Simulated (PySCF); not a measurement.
# Correlation energy of S⁺ (sulfur, charge +1)

[Ne] 3s2 3p3, high-spin 4S determinant. Computed with PySCF 2.14 in x2c-TZVPall, with the spin-free X2C one-electron Hamiltonian (Gaussian nucleus). Frozen: [Ne]; 5 electrons correlated.

MP2 pair energies summed by pair of shells (mhartree):

```csv
pair,energy,share (%)
3s-3p,-57.60,65.9
3p-3p,-20.25,23.2
3s-3s,-9.61,11.0
```

Total MP2 correlation energy: -87.46 mhartree.

Same-spin part -23.70 and opposite-spin part -63.76 mhartree; SCS-MP2 scales them by 1/3 and 6/5 to -84.41 mhartree.

```
  level  correlation energy (mhartree)
   CCSD                        -107.50
    (T)                          -3.46
CCSD(T)                        -110.96
```

Diagnostics: T1 = 0.0028, D1 = 0.0064, largest double amplitude 0.064.

Q: Is a single reference adequate?

A: Yes: T1 lies below 0.03 and no double amplitude reaches 0.07.
